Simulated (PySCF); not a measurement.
Predicted microwave data (PBE0/pcSseg-1 in PySCF (dipole) on a GFN2-xTB geometry, gas phase) for one isomer of CH14OSi5:

| Quantity | Value |
| --- | --- |
| Rotational constants | A = 828.4, B = 721.7, C = 635.5 MHz |
| Dipole components | \|μa\| = 1.07 D, \|μb\| = 0.16 D, \|μc\| = 0.12 D |
| Inertial defect | -515.11 u·Å² |
| κ | -0.11 |

Task: Which structure is it? (One computed conformer of each.)
A. `[SiH3:1][O:2][CH2:3][Si@H:4]([SiH3:5])[SiH2:6][SiH3:7]` with Si1–O2–C3–Si4 -171°, O2–C3–Si4–Si5 66°, C3–Si4–Si6–Si7 58°
B. `[CH3:1][SiH2:2][SiH2:3][Si@@H:4]([SiH3:5])[O:6][SiH3:7]` with C1–Si2–Si3–Si4 6°, Si2–Si3–Si4–Si5 93°, Si3–Si4–O6–Si7 48°
C. `[CH3:1][Si@H:2]([SiH2:3][SiH3:4])[SiH2:5][O:6][SiH3:7]` with C1–Si2–Si3–Si4 -178°, C1–Si2–Si5–O6 177°, Si2–Si5–O6–Si7 -178°
D. `[CH3:1][SiH2:2][Si:3]([SiH3:4])([SiH3:5])[O:6][SiH3:7]` with C1–Si2–Si3–Si4 -157°, Si2–Si3–O6–Si7 57°

Result: D. It is C[SiH2][Si]([SiH3])([SiH3])O[SiH3], an asymmetric top, point group C1. The candidates at the same level (rigid rotor, commonest isotopes):

```tsv
SMILES	A (MHz)	B (MHz)	C (MHz)	μa (D)	μb (D)	μc (D)	Δ (u·Å²)	point group	rotor
C[SiH2][SiH2][Si@@H]([SiH3])O[SiH3]	1164	501.0	398.7	0.07	0.23	0.61	-175.21	C1	asymmetric top
[SiH3]OC[Si@H]([SiH3])[SiH2][SiH3]	850.0	789.2	531.0	0.72	0.87	1.00	-283.25	C1	asymmetric top
C[SiH2][Si]([SiH3])([SiH3])O[SiH3]	828.4	721.7	635.5	1.07	0.16	0.12	-515.11	C1	asymmetric top
C[Si@H]([SiH2][SiH3])[SiH2]O[SiH3]	937.2	739.0	434.2	0.28	0.84	0.11	-59.11	C1	asymmetric top
```

`[SiH3]OC[Si@H]([SiH3])[SiH2][SiH3]` has C 16 % too low; `C[Si@H]([SiH2][SiH3])[SiH2]O[SiH3]` has C 32 % too low; `C[SiH2][SiH2][Si@@H]([SiH3])O[SiH3]` has A 41 % too high. No structure here is proved a minimum.
